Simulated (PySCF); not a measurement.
**Computed properties of Be(Br)(NH2) (BeBrH2N), SMILES [Be]([Br])[NH2]**

Be(Br)(NH2) (BeBrH2N), SMILES [NH2][Be][Br]. Coordinates come from a PBE0-D3(BJ)/def2-TZVP optimisation. Other conformers were not sampled. All values are computed for the isolated molecule unless a solvent is named; none is compared with measurement here.

**Structure.** The optimised structure has C2v symmetry. All 9 harmonic modes at PBE0-D3(BJ)/def2-TZVP (PySCF) are real, so it is a minimum. With heavy atoms numbered as in [Be:1]([Br:2])[NH2:3], the shortest bond between them is Be1–N3 at 1.496 Å and the longest Be1–Br2 at 1.973 Å.

**Vibrations.** The strongest infrared lines (harmonic, unscaled, degenerate partners summed) lie at 1287 cm⁻¹ (327 km/mol, Be 75 %, N 17 %), 366 cm⁻¹ (198 km/mol, H 72 %, N 23 %), 1570 cm⁻¹ (112 km/mol, H 87 %, N 12 %). The softest mode is at 209 cm⁻¹ and the zero-point energy is 17.3 kcal/mol.

**Electronic structure.** M06-2X/def2-TZVPD (PySCF) places the frontier levels at -9.01 and -0.28 eV, a gap of 8.73 eV, and gives a dipole moment of 2.15 D and a mean polarisability of 45.2 bohr³.

**Excitations.** TDA-M06-2X/def2-SVPD (PySCF) has S1 at 6.03 eV (206 nm, f = 0.000, dark); the most intense of the 10 singlets computed lies at 7.99 eV (f = 0.14). T1 (TDA) is at 5.92 eV, 0.11 eV under S1. No vertical singlet excitation falls in the visible range (under 3.1 eV).

**NMR.** GIAO shifts at PBE0/pcSseg-2 (PySCF) (non-relativistic, atoms alike by connectivity averaged): ¹H at 1.0 ppm against TMS. Without spin–orbit terms, shifts of atoms bonded to Cl or Br come out too high.
